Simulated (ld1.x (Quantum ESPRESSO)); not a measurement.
cobalt: one change to a PAW potential, before and after

Co (Z = 27), PAW, made with ld1.x (Quantum ESPRESSO) 7.5 (BLYP, scalar-relativistic). Core [Ar], reference 3d7 4s2 4p0. Waves: 4s (bound): rcut 2.10, rcutus 2.85 bohr; 4s channel at 0.3 Ry: rcut 2.10, rcutus 2.85 bohr; 4p (bound, empty): rcut 2.65, rcutus 3.05 bohr; 4p channel at 2.25 Ry: rcut 2.65, rcutus 3.05 bohr; 3d (bound): rcut 1.40, rcutus 1.60 bohr; 3d channel at -0.05 Ry: rcut 1.40, rcutus 1.60 bohr. Local part: all-electron potential smoothed inside 2.50 bohr (lloc = -1). Core correction: Bessel-smoothed model core inside 0.95 bohr. Augmentation charge: PSQ, inside the norm-conserving radii.

Change: local potential all-electron potential smoothed inside 1.72 bohr (lloc = -1).

Cutoffs: the cutoffs (Ry, on a coarse ladder) from which the occupation-weighted sum of valence levels, in a spherical-Bessel basis at the reference potential, stays within 10 and 1 mRy of its value at 400 Ry; they do not see the model core or the augmentation charge, which bear on the density cutoff. Errors are all-electron minus pseudo energies relative to the spin-unpolarised reference configuration.

Problem. How do hardness, ghosts and transferability respond?

Solution. The potential gets neither clearly harder nor softer (40 Ry and 70 Ry → 40 Ry and 70 Ry); of the 7 tests that both files solve, the error grows in 0 and shrinks in 3 by more than 15 % and 0.3 meV (median size 9.9 → 8.8 meV); neither file shows a bound ghost at the reference potential, the only one tested.

| quantity | base | changed |
| --- | --- | --- |
| cutoff, loose | 40 Ry | 40 Ry |
| cutoff, tight | 70 Ry | 70 Ry |
| bound ghosts | none | none |
| error for 3d7 4s1 4p0, meV [ΔE 9.04 eV] | -2.2 | -1.5 |
| error for 3d7 4s0 4p0, meV [ΔE 26.02 eV] | -9.9 | -8.8 |
| error for 3d6 4s0 4p0, meV [ΔE 61.89 eV] | -269 | -250 |
| error for 3d7 4s1 4p1, meV [ΔE 4.37 eV] | -0.9 | -0.7 |
| error for 3d5 4s0 4p0, meV [ΔE 117.22 eV] | -1584 | -1447 |
| error for 3d7 4s0 4p2, meV [ΔE 9.07 eV] | -2.5 | -2.1 |
| error for 3d6 4s2 4p1, meV [ΔE 9.63 eV] | -117 | -18 |
| s: phases at 3.31 bohr within 0.05 rad from the reference energy up to (Ry; the scan ends near 5) | 1.9 | 1.5 |
| p: phases at 3.31 bohr within 0.05 rad from the reference energy up to (Ry; the scan ends near 5) | to the end of the scan | to the end of the scan |
| d: phases at 3.31 bohr within 0.05 rad from the reference energy up to (Ry; the scan ends near 5) | 3.9 | 4.1 |
| lowest overlap eigenvalue by channel | s 0.39, p 0.62, d 1.00 | s 0.29, p 0.54, d 1.00 |

Changed file: These tests converged, but a pseudo level misses the all-electron one widely, so the file describes the atom poorly there or has found another state: 3d5 4s0 4p0: empty 4s by 5.2 eV (a node warning on the way).
